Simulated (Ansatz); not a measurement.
H₂BFS (SMILES FBS), singlet, at a GFN2-xTB geometry, atoms displaced at random by about 0.08 Å a coordinate; PBE0/STO-3G, gradient (Ansatz, a first-principles code).

Input for Ansatz:
Ansatz 0.2 input:
```yaml
crystal:
  periodic: [false, false, false]
  atoms:
    - {symbol: B, position_ang: [-0.46066697, -0.46593840, 0.46498123]}
    - {symbol: F, position_ang: [0.50719949, -1.23560732, 1.16629046]}
    - {symbol: H, position_ang: [-1.55061110, -0.72132582, 0.58631999]}
    - {symbol: S, position_ang: [0.13835187, 0.68952890, -0.54026354]}
    - {symbol: H, position_ang: [-1.17562310, 1.17941807, -1.15027652]}
basis:
  gaussian:
    orbitals: STO-3G
hamiltonian:
  xc: pbe0
output: {forces: true}
```

It wrote (shortened):

```
Functional definition: PBE0
259 factors; integrals over basis functions are off by at most 3.1e-5 eV
mean field evaluation 1: about -14087.1810 eV, gradient 1.3e1 eV
mean field evaluation 2: about -14086.5957 eV, gradient 2.0e1 eV
mean field evaluation 4: about -14087.8096 eV, gradient 5.2e-1 eV
mean field evaluation 8: about -14087.7901 eV, gradient 3.0e-3 eV
mean field -14087.79005953 eV, -517.7167356407 hartree, gradient 1.7e-5 eV, S^2 0.000000; 0 other end points of the search recorded, 0 dependent functions left out
the calculation of the forces begins
reference -14087.79006984 eV, -517.7167360195 hartree; 16, 16 occupied and 5, 5 virtual orbitals, 259 factors
Total energy: -14087.79006984 eV, -517.7167360195 hartree
Atom 0 at    -0.460667    -0.465938     0.464981 Å, force     2.737575    -4.929148     4.124969 eV/Å
Atom 1 at     0.507199    -1.235607     1.166290 Å, force    -2.724730     1.863616    -1.535028 eV/Å
Atom 2 at    -1.550611    -0.721326     0.586320 Å, force    -1.571274    -0.356245     0.281029 eV/Å
Atom 3 at     0.138352     0.689529    -0.540264 Å, force    -1.691861     4.677268    -4.498916 eV/Å
Atom 4 at    -1.175623     1.179418    -1.150277 Å, force     3.250291    -1.255491     1.627946 eV/Å
Dipole moment:    -0.133799     0.193995    -0.176367 e Å
```
